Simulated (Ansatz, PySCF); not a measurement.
This PySCF input computes a r2SCAN/def2-TZVPD energy:

```python
from pyscf import gto, scf, dft

mol = gto.M(
    atom='''
    Si   -0.18112637   -0.46248699   -0.13047367
    Cl   -0.01159679    1.26837380   -1.37355098
    Cl    0.13147852    0.54679237    1.83546759
    C    -1.59183906   -1.39650675   -0.49653888
    C     1.47580295   -1.34746683   -0.25230503
    H    -2.55420708   -0.91919642   -0.65312554
    H    -1.65569428   -2.39359811   -0.06328737
    H     1.65097005   -1.67271222   -1.27912417
    H     1.45825694   -2.23019222    0.39296991
    H     2.29467076   -0.70346636    0.06967976
    ''',
    basis='def2-tzvpd',
    charge=-1,
    spin=0,
    verbose=4,
)

mf = dft.RKS(mol, xc='r2scan').density_fit(auxbasis='def2-universal-jkfit')
mf.grids.level = 4
mf.conv_tol = 1e-9
mf.max_cycle = 100
mf.max_memory = 1500
mf.kernel()
if not mf.converged:
    mf = mf.newton()
    mf.kernel(mf.make_rdm1())
mf.analyze()
```

### Question
Write an input for the same energy in Ansatz (a quantum-chemistry and plane-wave program) and say what it gives.

### Answer

Ansatz 0.2 input:
```yaml
crystal:
  periodic: [false, false, false]
  atoms:
    - {symbol: Si, position_ang: [-0.18112637, -0.46248699, -0.13047367]}
    - {symbol: Cl, position_ang: [-0.01159679, 1.26837380, -1.37355098]}
    - {symbol: Cl, position_ang: [0.13147852, 0.54679237, 1.83546759]}
    - {symbol: C, position_ang: [-1.59183906, -1.39650675, -0.49653888]}
    - {symbol: C, position_ang: [1.47580295, -1.34746683, -0.25230503]}
    - {symbol: H, position_ang: [-2.55420708, -0.91919642, -0.65312554]}
    - {symbol: H, position_ang: [-1.65569428, -2.39359811, -0.06328737]}
    - {symbol: H, position_ang: [1.65097005, -1.67271222, -1.27912417]}
    - {symbol: H, position_ang: [1.45825694, -2.23019222, 0.39296991]}
    - {symbol: H, position_ang: [2.29467076, -0.70346636, 0.06967976]}
basis:
  gaussian:
    orbitals: def2-TZVPD
hamiltonian:
  xc: {name: r2SCAN}
total_charge: -1
output: {forces: true}
```
It gives -1289.18581 Eh, and PySCF -1289.18586 Eh, a difference of 0.05 mEh, from the treatment of integrals and grids.

It need not be the lowest isomer of its formula. Whether it binds its extra electron was not tested at this geometry.
